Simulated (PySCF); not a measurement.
## Electron correlation in As³⁺ (arsenic, charge +3)

Starting occupation: [Ar] 3d9 4s2 5s1, 3d3/2 with m_j = -3/2, -1/2, +1/2, +3/2, 3d5/2 with m_j = -3/2, -1/2, +1/2, +3/2, +5/2, 5s1/2 with m_j = +1/2. All numbers are calculated (PySCF 2.14, X2C-1e with screened-nucleus spin-orbit coupling, Gaussian nucleus, in x2c-SVPall-2c with one added diffuse shell each of s, p, d type (6s7p4d, 47 functions)). Frozen: [Ne]; 20 electrons correlated.

MP2 pair energies summed by pair of shells (mhartree):

| pair | energy | share (%) |
| --- | --- | --- |
| 3d-3d | -72.33 | 31.5 |
| 3d-3p | -71.76 | 31.3 |
| 4s-4s | -29.26 | 12.8 |
| 3p-3p | -24.64 | 10.7 |
| 4s-5s | -12.64 | 5.5 |
| 3p-4s | -4.88 | 2.1 |
| 3d-4s | -4.71 | 2.1 |
| 3d-3s | -4.17 | 1.8 |
| 3p-3s | -2.60 | 1.1 |
| 3s-3s | -0.78 | 0.3 |
| 3s-4s | -0.67 | 0.3 |
| 3p-5s | -0.46 | 0.2 |
| 3d-5s | -0.46 | 0.2 |
| 3s-5s | -0.05 | 0.0 |

Total MP2 correlation energy: -229.41 mhartree.

The GHF reference relaxed away from the jj start to a determinant that is no pure jj level (⟨S²⟩ = 2.00, ⟨J²⟩ = 12.02); the energies belong to that determinant.

This basis was not built for core-valence correlation, so the inner-shell part is incomplete.
